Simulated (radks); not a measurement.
Values are calculated unless marked as measured or tabulated.
Question: Cr15+, configuration [He] 2s2 2p5. Code: a radial shooting solver on a logarithmic mesh with Libxc functionals. Model: Dirac Kohn-Sham, BLYP, spin-unpolarised, spherical densities, finite nucleus; open shells fill j = l - 1/2 first; Fermi nuclear charge, rms radius 3.6452 fm. Some entries of the table are withheld. Estimate them.

| orbital | occ. | eigenvalue (eV) | r(max) (bohr) | <1/r> (bohr^-1) |
|---|---|---|---|---|
| 1s1/2 | 2 | -6434.057 | (1) | (2) |
| 2s1/2 | 2 | -1156.866 | 0.2393 | 5.237 |
| 2p1/2 | 2 | (3) | (4) | 5.179 |
| 2p3/2 | 3 | (5) | (6) | 5.103 |

Answer: 
(1) 1s1/2 r(max) (bohr): 0.04158
(2) 1s1/2 <1/r> (bohr^-1): 23.91
(3) 2p1/2 eigenvalue (eV): -1066.830
(4) 2p1/2 r(max) (bohr): 0.1912
(5) 2p3/2 eigenvalue (eV): -1057.409
(6) 2p3/2 r(max) (bohr): 0.1934
